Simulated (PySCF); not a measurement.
A search over the determinants of SnSb

Unrestricted PBE0; Sn def2-SVP with ECP28, Sb def2-SVP with ECP28; scalar-relativistic core potentials (PySCF 2.14). Outer shells of the fragments: Sn 4d10 5s2 5p2; Sb 4d10 5s2 5p3.

Followed along the bond (rough minima from three points):

```
2Ms+1   unpaired  ⟨S²⟩ at the start  R at minimum (Å)  Te (eV)
    2        π ↑               0.82              2.65     0.00
    2        σ ↑               1.02              2.53     0.37
    4  σ ↑, π ↑↑               3.76              2.77     1.45
    4      π ↑↑↑               3.76  none in the scan   ≤ 0.90
    2      π ↑↑↓               1.76  none in the scan   ≤ 1.24
```

Solutions found at the starting distance of 2.715 Å, counted from the lowest of them; the search is not exhaustive and high or unbound solutions are not listed, so other states can lie among these:

```json
{"2Ms+1": "2", "unpaired": "π ↑", "term": "²Π", "E (eV)": "0.00", "⟨S²⟩": "0.82", "⟨Lz²⟩": "1.00", "μ (D)": "-1.43"}
{"2Ms+1": "2", "unpaired": "σ ↑", "term": "²Σ⁺", "E (eV)": "0.55", "⟨S²⟩": "1.02", "⟨Lz²⟩": "0.00", "μ (D)": "-1.44"}
{"2Ms+1": "4", "unpaired": "π ↑↑↑", "term": "⁴Π", "E (eV)": "1.03", "⟨S²⟩": "3.76", "⟨Lz²⟩": "1.00", "μ (D)": "-0.04"}
{"2Ms+1": "2", "unpaired": "π ↑↑↓", "term": "mixed", "E (eV)": "1.38", "⟨S²⟩": "1.76", "⟨Lz²⟩": "3.02", "μ (D)": "-0.05"}
{"2Ms+1": "4", "unpaired": "σ ↑, π ↑↑", "term": "mixed", "E (eV)": "1.44", "⟨S²⟩": "3.76", "⟨Lz²⟩": "2.01", "μ (D)": "-0.68"}
{"2Ms+1": "2", "unpaired": "σ ↓, π ↑↑", "term": "mixed", "E (eV)": "1.84", "⟨S²⟩": "1.77", "⟨Lz²⟩": "2.01", "μ (D)": "-0.63"}
{"2Ms+1": "4", "unpaired": "σ ↑, π ↑↑", "term": "mixed", "E (eV)": "1.85", "⟨S²⟩": "3.76", "⟨Lz²⟩": "2.01", "μ (D)": "-1.10"}
{"2Ms+1": "2", "unpaired": "σ ↓, π ↑↑", "term": "mixed", "E (eV)": "2.26", "⟨S²⟩": "1.76", "⟨Lz²⟩": "2.01", "μ (D)": "-1.07"}
{"2Ms+1": "6", "unpaired": "σ ↑, π ↑↑↑↑", "term": "⁶Σ⁺", "E (eV)": "2.36", "⟨S²⟩": "8.75", "⟨Lz²⟩": "0.00", "μ (D)": "2.10"}
{"2Ms+1": "2", "unpaired": "π ↑", "term": "mixed", "E (eV)": "2.46", "⟨S²⟩": "0.75", "⟨Lz²⟩": "3.01", "μ (D)": "-0.01"}
```

A term symbol is given only where ⟨S²⟩ and ⟨Lz²⟩ are close to those of a pure state; real π, δ and φ orbitals otherwise mix terms. A positive dipole means Sn(−)Sb(+).

Task: Compare the gap between the two lowest followed solutions at the starting distance with the gap between their minima.

Result: At PBE0 the second solution (doublet, unpaired electrons σ ↑) lies +0.55 eV from the first (doublet, unpaired electrons π ↑) at 2.715 Å and +0.37 eV at the minima; the two curves relax by different amounts, since their minima lie near 2.53 and 2.65 Å.

Spin–orbit coupling is left out. Counting both spins, an empty level lies below a filled one in some of these solutions, because spin and occupation are held.
